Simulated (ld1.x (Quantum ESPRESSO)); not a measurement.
What one change does to a pseudopotential (Ir (Z = 77), TM)

ld1.x (Quantum ESPRESSO) 7.5 input, shortened:

```
&input
   title='Ir', zed=77., rel=2, dft='PZ', iswitch=3,
   config='[Xe] 4f14 5d7 6s0 6p0', rel_dist='average'
 /
 &inputp
   pseudotype=2, tm=.true., lloc=-1, rcloc=1.90,
   nlcc=.true., new_core_ps=.true., rcore=1.80
 /
3
6S  1  0   0.00   0.00  1.75  1.75  0.0
6P  2  1   0.00   0.00  2.25  2.25  0.0
5D  3  2   7.00   0.00  2.25  2.25  0.0
 &test
   configts(1)='5d7 6s0 6p0'
 /
```

Open shells are filled in proportion to 2j + 1 (rel_dist='average').

All-electron outer shells of the reference configuration (LDA (PZ), scalar-relativistic, ld1.x):

```csv
shell,level (eV),outermost node (bohr),outermost maximum (bohr)
5p,-72.73,0.54,1.01
5d,-24.71,0.59,1.29
6s,-21.88,1.16,2.24
6p,-14.26,1.37,2.80
```

Change: all radii but the core radius scaled by about 1.35 (s 2.36, p 3.04, d 3.04 bohr); local potential all-electron potential smoothed inside 2.56 bohr (lloc = -1).

Cutoffs: the cutoffs (Ry, on a coarse ladder) from which the occupation-weighted sum of valence levels, in a spherical-Bessel basis at the reference potential, stays within 10 and 1 mRy of its value at 400 Ry; they do not see the model core or the augmentation charge, which bear on the density cutoff. Errors are all-electron minus pseudo energies relative to the spin-unpolarised reference configuration.

How do hardness, ghosts and transferability respond?

The potential gets softer (35 Ry and 45 Ry → 30 Ry and 35 Ry); the bound ghost in p, s disappears; the number of tests that count goes from 6 to 7; of the 6 tests that both files solve, the error grows in 1 and shrinks in 4 by more than 15 % and 0.3 meV (median size 42.6 → 30.7 meV). A larger radius leaves more room for a smooth pseudo-wave, so fewer plane waves are needed.

| quantity | base | changed |
| --- | --- | --- |
| cutoff, loose | 35 Ry | 30 Ry |
| cutoff, tight | 45 Ry | 35 Ry |
| bound ghosts | s, p3/2, p1/2 | none |
| tests counted (converged, no solver errors) | 6 of 7 | 7 of 7 |
| error for 5d7 6s2 6p0, meV [ΔE -28.04 eV] | -27 | -21 |
| error for 5d7 6s1 6p0, meV [ΔE -17.85 eV] | -7.4 | -9.5 |
| error for 5d6 6s0 6p0, meV [ΔE 30.84 eV] | -71 | -36 |
| error for 5d6 6s2 6p0, meV [ΔE -15.62 eV] | -50 | -35 |
| error for 5d8 6s0 6p0, meV [ΔE -19.02 eV] | -35 | -30 |
| error for 5d8 6s1 6p0, meV [ΔE -28.34 eV] | -53 | -31 |

Base: Tests not counted: 5d7 6s1 6p1 (solver errors, printed error -621 meV). These tests converged, but a pseudo level misses the all-electron one widely, so the file describes the atom poorly there or has found another state: 5d6 6s0 6p0: empty 6p by 5.1 eV. A true bound ghost makes a file unfit for plane-wave use even where its test errors are small: the radial tests pick states by their node count and pass the ghost by.
